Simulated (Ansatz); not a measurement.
`C=C[CH2][GaH][Cl]`, relaxed with RKS PBE-D4/def2-SVP in the Gaussian-basis code of Ansatz from a rough embedded geometry. The force threshold is 0.03 eV/Å; the program also tests the step.

The species carries charge 0 and has multiplicity 1.

Start:

```xyz
11

C    -0.323   -1.071    1.024
C     0.751   -0.430    0.744
C     0.644    0.832    0.013
Ga   -0.814    0.962   -1.326
Cl   -1.134   -0.708   -2.651
H    -1.326   -0.809    0.723
H    -0.244   -2.048    1.577
H     1.747   -0.777    1.030
H     1.225    0.800   -0.960
H     0.982    1.698    0.611
H    -1.508    1.550   -0.786
```

```
         step  energy (eV)  largest force (eV/Å)  largest move (Å)
            1  -68074.0975                16.560             0.000
            2  -68077.8450                 7.056             0.194
            3  -68079.2426                 2.539             0.194
            4  -68079.7402                 0.693             0.195
            5  -68079.8758                 0.182             0.195
            6  -68079.8768                 0.265             0.076
            7  -68079.8868                 0.146             0.035
 8 (rejected)  -68079.8720                 0.434             0.118
            9  -68079.8898                 0.044             0.058
           10  -68079.8909                 0.049             0.058
           11  -68079.8918                 0.059             0.061
           13  -68079.8951                 0.123             0.060
           15  -68079.8990                 0.082             0.093
           17  -68079.9031                 0.176             0.075
           19  -68079.9053                 0.104             0.090
           21  -68079.9115                 0.123             0.061
           23  -68079.9153                 0.150             0.059
25 (rejected)  -68079.9146                 0.347             0.107
           27  -68079.9262                 0.211             0.100
           29  -68079.9378                 0.339             0.073
           31  -68079.9697                 0.512             0.198
           33  -68080.0094                 0.319             0.194
           35  -68080.0151                 0.285             0.097
           37  -68080.0236                 0.034             0.023
           39  -68080.0242                 0.013             0.031
```

End:

```xyz
11

C    -0.037   -1.443    0.875
C     0.466   -0.186    0.880
C     0.940    0.575   -0.320
Ga   -0.851    1.160   -0.950
Cl   -1.650   -0.080   -2.560
H    -0.080   -2.045   -0.048
H    -0.414   -1.908    1.798
H     0.465    0.369    1.837
H     1.387   -0.067   -1.103
H     1.616    1.413   -0.070
H    -1.843    2.212   -0.339
```

Run time 62 s (4 threads of a server CPU on a shared host); peak host memory 0.18 GiB.
